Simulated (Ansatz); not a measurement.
Program: Ansatz 0.2.0.

A structure relaxed at PBE0-D4/def2-TZVP, charge 0, multiplicity 1:

```json
{"atom": "C1", "x (Å)": "0.952", "y (Å)": "-1.026", "z (Å)": "1.655"}
{"atom": "O2", "x (Å)": "0.976", "y (Å)": "-0.783", "z (Å)": "0.272"}
{"atom": "Si3", "x (Å)": "-0.099", "y (Å)": "0.198", "z (Å)": "-0.496"}
{"atom": "N4", "x (Å)": "-1.649", "y (Å)": "-0.470", "z (Å)": "-0.180"}
{"atom": "N5", "x (Å)": "0.575", "y (Å)": "0.249", "z (Å)": "-2.064"}
{"atom": "N6", "x (Å)": "-0.263", "y (Å)": "1.817", "z (Å)": "0.010"}
{"atom": "H7", "x (Å)": "1.693", "y (Å)": "-1.794", "z (Å)": "1.885"}
{"atom": "H8", "x (Å)": "-0.032", "y (Å)": "-1.375", "z (Å)": "1.990"}
{"atom": "H9", "x (Å)": "1.205", "y (Å)": "-0.123", "z (Å)": "2.223"}
{"atom": "H10", "x (Å)": "-1.791", "y (Å)": "-1.463", "z (Å)": "-0.263"}
{"atom": "H11", "x (Å)": "-2.477", "y (Å)": "0.037", "z (Å)": "-0.448"}
{"atom": "H12", "x (Å)": "1.171", "y (Å)": "-0.502", "z (Å)": "-2.368"}
{"atom": "H13", "x (Å)": "0.081", "y (Å)": "0.672", "z (Å)": "-2.831"}
{"atom": "H14", "x (Å)": "0.440", "y (Å)": "2.498", "z (Å)": "-0.221"}
{"atom": "H15", "x (Å)": "-0.783", "y (Å)": "2.065", "z (Å)": "0.835"}
```

(1) Give its formula and SMILES.

(2) Point group (tolerance 0.08 Å, 0.16 Å for H)?

(3) Summarise the bond lengths by kind.

Answers

(1) CH9N3OSi, `CO[Si](N)(N)N`.

(2) C1.

(3) 1 × C–O 1.404 Å; 3 × C–H 1.092 to 1.097 Å; 1 × O–Si 1.646 Å; 3 × N–Si 1.705 to 1.717 Å; 6 × H–N 1.005 to 1.007 Å.
